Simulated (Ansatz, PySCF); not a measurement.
Gas-phase reaction (SMILES): C=N (CH3N) -> C=[N] + H atom; the H-N bond at the site shown breaks (other sites are not compared here).

Geometries: B3LYP-D3(BJ)/def2-TZVP minima from Ansatz (a program for electronic structure). Cores are frozen in the correlated levels unless marked. Open shells are spin-unrestricted. No spin-orbit coupling. No relativistic terms. Basis-set limits of correlation are two-point, X^-3; Hartree-Fock from the larger set. Markedly spin-contaminated UHF reference, which strains HF, MP2 and, less, CCSD(T): C=[N]. Thermal terms are rigid-rotor harmonic-oscillator values from B3LYP-D3(BJ) frequencies (PySCF) at 298.15 K and 1 atm. 1 Eh = 627.5095 kcal/mol. Atoms have translation alone. Electronic entropy comes from spin alone.

```json
[
 {"species": "C=N (CH3N)", "E, CCSD(T)/CBS(def2-TZVPPD,def2-QZVPPD) (Ansatz) (Eh)": "-94.51728", "E, wB97M-V/def2-TZVPD (Ansatz) (Eh)": "-94.62315", "H - E (Eh)": "0.04365", "G - E (Eh)": "0.01788"},
 {"species": "C=[N]", "E, CCSD(T)/CBS(def2-TZVPPD,def2-QZVPPD) (Ansatz) (Eh)": "-93.86370", "E, wB97M-V/def2-TZVPD (Ansatz) (Eh)": "-93.97799", "H - E (Eh)": "0.02896", "G - E (Eh)": "0.00353"},
 {"species": "H atom", "E, CCSD(T)/CBS(def2-TZVPPD,def2-QZVPPD) (Ansatz) (Eh)": "-0.49998", "E, wB97M-V/def2-TZVPD (Ansatz) (Eh)": "-0.49411", "H - E (Eh)": "0.00236", "G - E (Eh)": "-0.01065"}
]
```

Work out ΔE and ΔH, ΔG, ΔS and the equilibrium constant at 298.15 K at the first level, then ΔH at the second.


1. ΔE = [(-93.86370) + (-0.49998)] - [(-94.51728)] = 0.15360 Eh = 96.4 kcal/mol at CCSD(T)/CBS(def2-TZVPPD,def2-QZVPPD).
2. The terms H - E add up to -0.01233 Eh, so ΔH = (0.15360 + (-0.01233))×627.5095 = 88.6 kcal/mol.
3. The terms G - E add up to -0.02500 Eh, so ΔG = 80.7 kcal/mol, and ΔS = (-0.01233 - (-0.02500))×627509.5/298.15 = 26.7 cal/(mol K).
4. log10 K = -ΔG/(RT ln 10) = -59.2, with RT ln 10 = 1.3642 kcal/mol.
5. With ΔH and ΔS taken as constant, ΔG changes sign near ΔH/ΔS = 3320 K, a rough figure that leaves out heat capacities.
6. At wB97M-V/def2-TZVPD the same steps give ΔE = 94.8 and ΔH = 87.0 kcal/mol, a shift of -1.6 from the first level.
7. Tabulated enthalpies of formation (C=N (CH3N) 21.2 kcal/mol, ATcT 1.112; C=[N] 57.0 kcal/mol, ATcT 1.112; H atom 52.1 kcal/mol, ATcT 1.112) give ΔH = 87.9, so the errors are +0.7 and -0.9 kcal/mol; the tables hold anharmonic motion, scalar relativity, spin-orbit effects, which both levels lack, and core correlation, which the frozen-core level lacks.
